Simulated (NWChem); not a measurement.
## Correlation energy of MgO

SMILES: [O]=[Mg]
```xyz
2

Mg     0.0000     0.0000     0.6990
O      0.0000     0.0000    -1.0486
```
Charge 0, spin multiplicity 1.

The numbers come from NWChem runs, not from measurements. Structure: optimised with PBE0/def2-SVP, a minimum by its harmonic frequencies.

Basis set: 6-311G**. Each correlation energy counts from its own Hartree-Fock reference.

```csv
method,correlation energy (mHa),remark,difference from CCSD(T)
MP2,-283.2,-,+4.9
CCSD,-267.7,-,+20.4
CCSDT,-287.6,large amplitudes,+0.5
CR-CCSD[T],-288.6,large amplitudes,-0.4
CR-CCSD(T),-283.3,large amplitudes,+4.9
CCSD(T),-288.1,-,0.0
SCS-MP2,-274.7,-,+13.4
CCSD+T(CCSD),-295.6,-,-7.5
```

The values span 27.9 mHa, from CCSD+T(CCSD) (lowest) to CCSD (highest). 

The correlated methods keep 6 core orbitals frozen. The Pople sets run with spherical d functions. The structure started from a generated list of species. Differences from the coupled-cluster row are differences between methods, not errors against experiment.
